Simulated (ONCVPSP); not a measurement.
# u(r) = r·R(r): atom against pseudo-atom (K)

Columns: radius, all-electron u(r) and pseudo u(r) of the 3s shell (level -35.34 eV) of potassium in the configuration [Ne] 3s2 3p6 4s1; PBE, scalar-relativistic, ONCV scheme, ONCVPSP 4.0.1.

| r (bohr) | all-electron | pseudo |
| --- | --- | --- |
| 0.123 | -0.0914 | 0.1595 |
| 0.245 | -0.4920 | 0.3131 |
| 0.368 | -0.3440 | 0.4587 |
| 0.490 | 0.0298 | 0.5889 |
| 0.613 | 0.4071 | 0.7012 |
| 0.735 | 0.6930 | 0.7894 |
| 0.858 | 0.8762 | 0.8515 |
| 0.980 | 0.9648 | 0.8849 |
| 1.103 | 0.9823 | 0.8904 |
| 1.225 | 0.9508 | 0.8702 |
| 1.348 | 0.8884 | 0.8282 |
| 1.470 | 0.8102 | 0.7702 |
| 1.593 | 0.7246 | 0.7009 |
| 1.715 | 0.6396 | 0.6271 |
| 1.838 | 0.5579 | 0.5520 |
| 1.960 | 0.4829 | 0.4806 |
| 2.083 | 0.4146 | 0.4139 |
| 2.205 | 0.3545 | 0.3543 |
| 2.328 | 0.3013 | 0.3013 |
| 2.450 | 0.2555 | 0.2554 |
| 2.573 | 0.2156 | 0.2156 |
| 2.695 | 0.1818 | 0.1818 |
| 2.818 | 0.1527 | 0.1527 |
| 2.940 | 0.1282 | 0.1282 |
| 3.063 | 0.1073 | 0.1072 |
| 3.185 | 0.0897 | 0.0897 |

(1) How many radial nodes do the two functions have?

(2) At about which radius was the pseudo-wave matched?

(3) Is the pseudo-wave norm-conserving?

## Answers

(1) The all-electron 3s function has n − l − 1 = 2 (the table is too coarse to show those close to the nucleus); the pseudo-wave has 0, since the states of the same l below it are removed with the core.

(2) 2.45 bohr. The columns agree to 0.0005 from 2.21 bohr on; several derivatives are matched, so the curves merge somewhat inside the radius.

(3) Yes: the ONCV scheme keeps the norm inside the radius equal to the all-electron one, which fixes the energy derivative of the logarithmic derivative at the level.
